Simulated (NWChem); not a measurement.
The numbers come from NWChem runs, not from measurements. System: cyclopentadiene (C5H6), charge 0, spin multiplicity 1, at a geometry optimised with PBE0/def2-SVP. Level: PBE/def2-TZVP.

Part of the output:

```
             Northwest Computational Chemistry Package (NWChem) 7.3.0
             --------------------------------------------------------

                                NWChem Input Module
                                -------------------

 Scaling coordinates for geometry "geometry" by  1.889725989
 (inverse scale =  0.529177249)

 Turning off AUTOSYM since
 SYMMETRY directive was detected!

                             Geometry "geometry" -> ""
                             -------------------------

 Output coordinates in angstroms (scale by  1.889725989 to convert to a.u.)

  No.       Tag          Charge          X              Y              Z
 ---- ---------------- ---------- -------------- -------------- --------------
    1 C                    6.0000    -0.73179900     0.00000000    -0.99063500
    2 C                    6.0000    -1.17547600     0.00000000     0.28497700
    3 C                    6.0000     0.00000000     0.00000000     1.20970700
    4 C                    6.0000     1.17547600     0.00000000     0.28497700
    5 C                    6.0000     0.73179900     0.00000000    -0.99063500
    6 H                    1.0000    -1.35349200     0.00000000    -1.88802200
    7 H                    1.0000    -2.21576900     0.00000000     0.61342600
    8 H                    1.0000     0.00000000    -0.88087100     1.87942000
    9 H                    1.0000     0.00000000     0.88087100     1.87942000
   10 H                    1.0000     2.21576900     0.00000000     0.61342600
   11 H                    1.0000     1.35349200     0.00000000    -1.88802200

 Effective nuclear repulsion energy (a.u.)     156.6664350278

            Nuclear Dipole moment (a.u.)
            ----------------------------
        X                 Y               Z
 ---------------- ---------------- ----------------
     0.0000000000     0.0000000000    -0.0000113384

      Symmetry information
      --------------------

 Group name             C2v
 Group number             16
 Group order               4
 No. of unique centers     6

      Symmetry unique atoms

     1    2    3    6    7    8


 Summary of "ao basis" -> "" (spherical)
 ------------------------------------------------------------------------------
       Tag                 Description            Shells   Functions and Types
 ---------------- ------------------------------  ------  ---------------------
 *                         def2-tzvp                  on all atoms
[...]
              MO Center=  5.4D-15, -1.8D-16, -2.7D-01, r^2= 2.7D+00
   Bfn.  Coefficient  Atom+Function         Bfn.  Coefficient  Atom+Function
  ----- ------------  ---------------      ----- ------------  ---------------
     7      0.235715   1 C  py              131      0.235715   5 C  py
    10      0.202861   1 C  py              134      0.202861   5 C  py
    69     -0.137574   3 C  py              169      0.124359   8 H  s
   175     -0.124359   9 H  s                38      0.118981   2 C  py
   100      0.118981   4 C  py               13      0.108478   1 C  py

 Vector   18  Occ=2.000000D+00  E=-1.953143D-01  Symmetry=a2
              MO Center= -1.2D-14,  3.2D-16, -9.7D-02, r^2= 2.7D+00
   Bfn.  Coefficient  Atom+Function         Bfn.  Coefficient  Atom+Function
  ----- ------------  ---------------      ----- ------------  ---------------
    38      0.259592   2 C  py              100     -0.259592   4 C  py
    41      0.223385   2 C  py              103     -0.223385   4 C  py
    44      0.179473   2 C  py              106     -0.179473   4 C  py
     7      0.174309   1 C  py              131     -0.174309   5 C  py
    10      0.150285   1 C  py              134     -0.150285   5 C  py

 Vector   19  Occ=0.000000D+00  E=-5.427929D-02  Symmetry=b2
              MO Center= -8.6D-16, -6.4D-16,  5.0D-02, r^2= 3.4D+00
   Bfn.  Coefficient  Atom+Function         Bfn.  Coefficient  Atom+Function
  ----- ------------  ---------------      ----- ------------  ---------------
    44      0.372410   2 C  py              106      0.372410   4 C  py
   170      0.286758   8 H  s               176     -0.286758   9 H  s
    13     -0.256354   1 C  py               38      0.255835   2 C  py
   100      0.255835   4 C  py              137     -0.256354   5 C  py
    41      0.225207   2 C  py              103      0.225207   4 C  py

 Vector   20  Occ=0.000000D+00  E= 3.091412D-02  Symmetry=a1
              MO Center= -5.4D-16, -2.0D-15,  1.2D+00, r^2= 8.3D+00
   Bfn.  Coefficient  Atom+Function         Bfn.  Coefficient  Atom+Function
  ----- ------------  ---------------      ----- ------------  ---------------
    67      6.320710   3 C  s               170     -1.726444   8 H  s
   176     -1.726444   9 H  s                36     -1.468055   2 C  s
    98     -1.468055   4 C  s                43     -1.214888   2 C  px
   105      1.214888   4 C  px              164     -1.092302   7 H  s
   182     -1.092302  10 H  s               158     -0.619000   6 H  s

 Vector   21  Occ=0.000000D+00  E= 3.117573D-02  Symmetry=a2
              MO Center=  7.3D-15,  2.6D-16, -5.4D-01, r^2= 3.4D+00
   Bfn.  Coefficient  Atom+Function         Bfn.  Coefficient  Atom+Function
  ----- ------------  ---------------      ----- ------------  ---------------
    13      0.725696   1 C  py              137     -0.725696   5 C  py
    44     -0.500260   2 C  py              106      0.500260   4 C  py
     7      0.284103   1 C  py              131     -0.284103   5 C  py
    10      0.244262   1 C  py              134     -0.244262   5 C  py
    38     -0.176100   2 C  py              100      0.176100   4 C  py

 center of mass
 --------------
 x =   0.00000000 y =   0.00000000 z =  -0.03433980

 moments of inertia (a.u.)
 ------------------
         213.077531020726           0.000000000000           0.000000000000
           0.000000000000         420.339271821349           0.000000000000
           0.000000000000           0.000000000000         218.432107103130

     Multipole analysis of the density
     ---------------------------------

     L   x y z        total         alpha         beta         nuclear
     -   - - -        -----         -----         ----         -------
     0   0 0 0     -0.000000    -18.000000    -18.000000     36.000000

     1   1 0 0     -0.000000     -0.000000     -0.000000      0.000000
     1   0 1 0      0.000000      0.000000      0.000000      0.000000
     1   0 0 1      0.206692      0.103352      0.103352     -0.000011

     2   2 0 0    -21.565407    -75.937538    -75.937538    130.309669
     2   1 1 0     -0.000000     -0.000000     -0.000000      0.000000
     2   1 0 1      0.000000      0.000000      0.000000      0.000000
     2   0 2 0    -24.541593    -15.041706    -15.041706      5.541818
     2   0 1 1     -0.000000     -0.000000     -0.000000      0.000000
     2   0 0 2    -20.313718    -75.288532    -75.288532    130.263346

 Task  times  cpu:       15.5s     wall:       15.5s

 Total times  cpu:       15.5s     wall:       15.5s
```

Problem. Write an NWChem input that would produce this output.

Solution. One answer among several that fit: 
```
start mol
memory heap 200 mb stack 900 mb global 1100 mb
geometry units angstroms nocenter noautoz
  C     -0.731799     0.000000    -0.990635
  C     -1.175476     0.000000     0.284977
  C      0.000000     0.000000     1.209707
  C      1.175476     0.000000     0.284977
  C      0.731799     0.000000    -0.990635
  H     -1.353492     0.000000    -1.888022
  H     -2.215769     0.000000     0.613426
  H      0.000000    -0.880871     1.879420
  H      0.000000     0.880871     1.879420
  H      2.215769     0.000000     0.613426
  H      1.353492     0.000000    -1.888022
  symmetry group C2v
end
basis spherical
  * library def2-tzvp
end
dft
  xc xpbe96 cpbe96
  semidirect memsize 60000000 filesize 0
  iterations 100
end
task dft energy
```
